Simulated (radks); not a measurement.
Values are calculated unless marked as measured or tabulated.
Problem. Coherent X-ray form factor from a spherical all-electron density. Level of theory: scalar-relativistic Kohn-Sham, Wu-Cohen GGA, spin-unpolarised, spherical densities, finite nucleus; Fermi nuclear charge, rms radius of each element as measured or else 0.836 A^(1/3) + 0.57 fm (a radial shooting solver on a logarithmic mesh with Libxc functionals).

| sin(theta)/lambda (1/angstrom) | f0 (electrons) |
|---|---|
| 0.05 | 72.045 |
| 0.1 | 69.529 |
| 0.15 | 66.170 |
| 0.2 | 62.545 |
| 0.25 | 58.945 |
| 0.3 | 55.483 |
| 0.4 | 49.125 |
| 0.5 | 43.612 |
| 0.6 | 38.891 |
| 0.8 | 31.295 |
| 1 | 25.572 |
| 1.25 | 20.589 |
| 1.5 | 17.449 |
| 2 | 13.807 |

The species is in the configuration that NIST lists as its ground one. Which atom or ion scatters so?

Solution. The tungsten ion W+, [Xe] 4f14 5d4 6s1. Extrapolating in s^2 from the first two rows gives f0(0) = 72.9, near the electron count 73; among species with that count, the fall with angle is slower the higher Z, and the table is that of Z = 74; from so few rows the species is fixed only to a neighbour or two.
